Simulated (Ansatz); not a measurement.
**Correcting a cheap level on molecular compounds of Hf**

The vertical ionisation energy (cation less neutral) in eV of 6 molecular compounds of Hf: x at wB97M-V/def2-TZVPP, y at CCSD(T)/def2-TZVPP. Shapes, held fixed at every level: PBE0-D4/def2-TZVP. Flexible molecules stand in one conformer, not always the lowest. Programs: Ansatz 0.2.0.

| molecule | x (eV) | y (eV) |
| --- | --- | --- |
| C3H10FHfNO2 (SMILES CC[N](C)[Hf]([OH])([OH])[F]) | 8.24 | 8.30 |
| C2H6ClFHfOSe (SMILES C[O][Hf]([F])([Cl])[Se]C) | 8.73 | 8.75 |
| Hf(NH2)4 | 9.01 | 9.01 |
| Hf(CH3)(OH)BrF | 10.35 | ? |
| Hf(CH3)ClF2 | 10.85 | 10.76 |
| Hf(OH)Cl2F | 11.82 | 11.84 |

Question: Fit y = c + s·x to the known rows and predict y for Hf(CH3)(OH)BrF.

Answer: 
1. Means of the 5 rows: x = 9.7300, y = 9.732.
2. Σ(Δx)² = 9.361, Σ(Δx·Δy) = 9.1926, so the slope is 9.1926/9.361 = 0.98201.
3. Intercept: 9.732 − (0.98201) × 9.7300 = 0.177. The largest residual of the fit is 0.072.
4. Hf(CH3)(OH)BrF: 0.177 + 0.98201 × 10.35 = 10.34 eV.

CCSD(T)/def2-TZVPP gives 10.24 eV, so the prediction is off by +0.10 eV, more than the largest residual. Uncorrected, wB97M-V/def2-TZVPP misses Hf(CH3)(OH)BrF by +0.11 eV, and the other rows by 0.04 on average. The line doesn't help this one. Left out in turn, the other rows are missed by 0.07 eV on average, worse than no correction. Cations run unrestricted. For atoms past krypton def2 sets carry core potentials with scalar relativity. Relativity is left out for Br, Se. Outer-core shells of Br, Hf, Se are correlated, in sets that cover them unevenly.
